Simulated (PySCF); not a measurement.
Al(Me)(NHMe)(OH) (C2H8AlNO), SMILES [NH](C)[Al]([CH3])[OH].

Geometry: B3LYP-D3(BJ)/def2-SVP. The structure was generated by enumeration; whether it is a known compound was not checked. One conformer was computed; it need not be the lowest.

Computed with B3LYP-D3(BJ)/def2-SVP run with PySCF.

Frequencies are harmonic and unscaled.

Computed vibrational spectrum:
```json
[
 {"mode": "1", "ν (cm⁻¹)": "49", "IR (km/mol)": "0.2", "Raman (Å⁴/amu)": "0.0", "depolarisation": "–", "moving atoms (share of kinetic energy)": "H 95 %"},
 {"mode": "2", "ν (cm⁻¹)": "105", "IR (km/mol)": "2.9", "Raman (Å⁴/amu)": "0.1", "depolarisation": "0.75", "moving atoms (share of kinetic energy)": "H 45 %, C 26 %, N 23 %"},
 {"mode": "3", "ν (cm⁻¹)": "121", "IR (km/mol)": "2.8", "Raman (Å⁴/amu)": "0.8", "depolarisation": "0.73", "moving atoms (share of kinetic energy)": "C 38 %, H 28 %, O 21 %, Al 12 %"},
 {"mode": "4", "ν (cm⁻¹)": "156", "IR (km/mol)": "0.9", "Raman (Å⁴/amu)": "0.1", "depolarisation": "0.75", "moving atoms (share of kinetic energy)": "H 86 %"},
 {"mode": "5", "ν (cm⁻¹)": "186", "IR (km/mol)": "4.5", "Raman (Å⁴/amu)": "1.1", "depolarisation": "0.68", "moving atoms (share of kinetic energy)": "O 33 %, H 27 %, C 26 %"},
 {"mode": "6", "ν (cm⁻¹)": "232", "IR (km/mol)": "2.1", "Raman (Å⁴/amu)": "0.3", "depolarisation": "0.75", "moving atoms (share of kinetic energy)": "Al 47 %, H 30 %, N 15 %"},
 {"mode": "7", "ν (cm⁻¹)": "310", "IR (km/mol)": "146.4", "Raman (Å⁴/amu)": "1.1", "depolarisation": "0.75", "moving atoms (share of kinetic energy)": "H 77 %, O 15 %"},
 {"mode": "8", "ν (cm⁻¹)": "323", "IR (km/mol)": "33.2", "Raman (Å⁴/amu)": "3.0", "depolarisation": "0.47", "moving atoms (share of kinetic energy)": "N 28 %, C 28 %, H 26 %, Al 14 %"},
 {"mode": "9", "ν (cm⁻¹)": "514", "IR (km/mol)": "65.0", "Raman (Å⁴/amu)": "1.2", "depolarisation": "0.75", "moving atoms (share of kinetic energy)": "H 88 %, N 11 %"},
 {"mode": "10", "ν (cm⁻¹)": "535", "IR (km/mol)": "156.1", "Raman (Å⁴/amu)": "1.7", "depolarisation": "0.35", "moving atoms (share of kinetic energy)": "H 77 %, O 15 %"},
 {"mode": "11", "ν (cm⁻¹)": "577", "IR (km/mol)": "12.8", "Raman (Å⁴/amu)": "20.2", "depolarisation": "0.09", "moving atoms (share of kinetic energy)": "C 32 %, N 26 %, O 20 %, H 19 %"},
 {"mode": "12", "ν (cm⁻¹)": "660", "IR (km/mol)": "59.0", "Raman (Å⁴/amu)": "1.5", "depolarisation": "0.75", "moving atoms (share of kinetic energy)": "H 75 %, C 18 %"},
 {"mode": "13", "ν (cm⁻¹)": "675", "IR (km/mol)": "14.8", "Raman (Å⁴/amu)": "1.2", "depolarisation": "0.60", "moving atoms (share of kinetic energy)": "H 64 %, C 25 %"},
 {"mode": "14", "ν (cm⁻¹)": "758", "IR (km/mol)": "130.6", "Raman (Å⁴/amu)": "2.3", "depolarisation": "0.28", "moving atoms (share of kinetic energy)": "Al 43 %, H 22 %, C 18 %, N 13 %"},
 {"mode": "15", "ν (cm⁻¹)": "886", "IR (km/mol)": "134.6", "Raman (Å⁴/amu)": "2.0", "depolarisation": "0.73", "moving atoms (share of kinetic energy)": "Al 47 %, O 38 %, H 10 %"},
 {"mode": "16", "ν (cm⁻¹)": "1075", "IR (km/mol)": "26.1", "Raman (Å⁴/amu)": "2.0", "depolarisation": "0.67", "moving atoms (share of kinetic energy)": "H 85 %, C 10 %"},
 {"mode": "17", "ν (cm⁻¹)": "1138", "IR (km/mol)": "0.1", "Raman (Å⁴/amu)": "0.9", "depolarisation": "0.75", "moving atoms (share of kinetic energy)": "H 75 %, C 19 %"},
 {"mode": "18", "ν (cm⁻¹)": "1153", "IR (km/mol)": "122.0", "Raman (Å⁴/amu)": "5.3", "depolarisation": "0.52", "moving atoms (share of kinetic energy)": "N 46 %, C 35 %, H 17 %"},
 {"mode": "19", "ν (cm⁻¹)": "1221", "IR (km/mol)": "29.1", "Raman (Å⁴/amu)": "1.3", "depolarisation": "0.08", "moving atoms (share of kinetic energy)": "H 79 %, C 21 %"},
 {"mode": "20", "ν (cm⁻¹)": "1387", "IR (km/mol)": "51.3", "Raman (Å⁴/amu)": "2.0", "depolarisation": "0.03", "moving atoms (share of kinetic energy)": "H 67 %, N 21 %, C 11 %"},
 {"mode": "21", "ν (cm⁻¹)": "1430", "IR (km/mol)": "1.3", "Raman (Å⁴/amu)": "10.0", "depolarisation": "0.75", "moving atoms (share of kinetic energy)": "H 95 %"},
 {"mode": "22", "ν (cm⁻¹)": "1433", "IR (km/mol)": "1.4", "Raman (Å⁴/amu)": "13.3", "depolarisation": "0.73", "moving atoms (share of kinetic energy)": "H 95 %"},
 {"mode": "23", "ν (cm⁻¹)": "1452", "IR (km/mol)": "25.2", "Raman (Å⁴/amu)": "12.3", "depolarisation": "0.63", "moving atoms (share of kinetic energy)": "H 85 %, C 14 %"},
 {"mode": "24", "ν (cm⁻¹)": "1464", "IR (km/mol)": "0.9", "Raman (Å⁴/amu)": "21.0", "depolarisation": "0.75", "moving atoms (share of kinetic energy)": "H 97 %"},
 {"mode": "25", "ν (cm⁻¹)": "1496", "IR (km/mol)": "4.4", "Raman (Å⁴/amu)": "31.2", "depolarisation": "0.67", "moving atoms (share of kinetic energy)": "H 96 %"},
 {"mode": "26", "ν (cm⁻¹)": "2970", "IR (km/mol)": "119.9", "Raman (Å⁴/amu)": "208.1", "depolarisation": "0.06", "moving atoms (share of kinetic energy)": "H 97 %"},
 {"mode": "27", "ν (cm⁻¹)": "3016", "IR (km/mol)": "55.2", "Raman (Å⁴/amu)": "163.1", "depolarisation": "0.75", "moving atoms (share of kinetic energy)": "H 90 %, C 10 %"},
 {"mode": "28", "ν (cm⁻¹)": "3022", "IR (km/mol)": "4.6", "Raman (Å⁴/amu)": "132.8", "depolarisation": "0.00", "moving atoms (share of kinetic energy)": "H 97 %"},
 {"mode": "29", "ν (cm⁻¹)": "3078", "IR (km/mol)": "36.5", "Raman (Å⁴/amu)": "63.9", "depolarisation": "0.71", "moving atoms (share of kinetic energy)": "H 91 %, C 9 %"},
 {"mode": "30", "ν (cm⁻¹)": "3104", "IR (km/mol)": "6.7", "Raman (Å⁴/amu)": "95.2", "depolarisation": "0.75", "moving atoms (share of kinetic energy)": "H 91 %, C 9 %"},
 {"mode": "31", "ν (cm⁻¹)": "3114", "IR (km/mol)": "11.2", "Raman (Å⁴/amu)": "86.9", "depolarisation": "0.75", "moving atoms (share of kinetic energy)": "H 91 %, C 9 %"},
 {"mode": "32", "ν (cm⁻¹)": "3563", "IR (km/mol)": "7.7", "Raman (Å⁴/amu)": "92.2", "depolarisation": "0.25", "moving atoms (share of kinetic energy)": "H 93 %"},
 {"mode": "33", "ν (cm⁻¹)": "3937", "IR (km/mol)": "55.9", "Raman (Å⁴/amu)": "118.8", "depolarisation": "0.28", "moving atoms (share of kinetic energy)": "H 94 %"}
]
```
